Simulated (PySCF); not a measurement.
**Splitting trees**

Geometry:
```csv
atom,x (Å),y (Å),z (Å)
B1,1.965,-0.891,0.125
N2,0.779,0.132,0.571
C3,-0.363,0.316,-0.359
C4,-1.202,-0.946,-0.413
C5,-1.174,1.542,0.026
H6,1.491,-2.018,0.091
H7,2.822,-0.775,0.995
H8,2.342,-0.493,-0.973
H9,1.228,1.037,0.722
H10,0.428,-0.155,1.487
H11,0.103,0.475,-1.345
H12,-0.590,-1.812,-0.694
H13,-2.010,-0.829,-1.150
H14,-1.669,-1.152,0.565
H15,-1.987,1.708,-0.696
H16,-0.554,2.453,0.041
H17,-1.633,1.421,1.021
```

Theoretical values (PySCF): shieldings: GIAO CAM-B3LYP/pcSseg-2, B3LYP/pcJ-1 coupling constants (spin–dipole term only in couplings to heteroatoms), PBE0-D3(BJ)/def2-SVP geometry. Isolated molecule, one computed conformer, non-relativistic Hamiltonian, one averaged value for each set of equivalent atoms.

References, each an isolated molecule treated in the same way: $^{1}$H against TMS.

Spectrometer: 600 MHz for $^{1}$H. First-order analysis; couplings under 1 Hz (under 4 Hz in carbon signals) are ignored, and nearly equal couplings are merged; the smaller ones broaden or split the lines further.

Q: What pattern does H11 show ($^{1}$H)?

A: A septet at δ 2.90: 7.3 Hz to H12/H13/H14/H15/H16/H17 (6 × $^{1}$H, 3 bonds away). Lines in Hz from the centre (relative intensity): +21.9 (1), +14.6 (6), +7.3 (15), +0.0 (20), -7.3 (15), -14.6 (6), -21.9 (1). The outer lines are 43.8 Hz apart, the sum of the couplings kept, or 0.073 ppm at this field.

Q: What pattern does H12/H13/H14/H15/H16/H17 show ($^{1}$H)?

A: A doublet at δ 1.21: 7.3 Hz to H11 (1 × $^{1}$H, 3 bonds away). Lines in Hz from the centre (relative intensity): +3.6 (1), -3.6 (1). The outer lines are 7.3 Hz apart, the sum of the couplings kept, or 0.012 ppm at this field.

OH/NH shifts are gas-phase values; hydrogen bonding in solution moves them, usually downfield. Hydrogens on boron are broadened and split by $^{11}$B (spin 3/2, 80 %) and 10B (spin 3). Unscaled 3J(H,H) at this level run about 10 % above measured values. Vicinal H,H couplings across rotating CH2–CH2 and CH–CH2 bonds are estimated from the computed gauche and anti values for equal rotamer populations, (2 J gauche + J anti)/3.
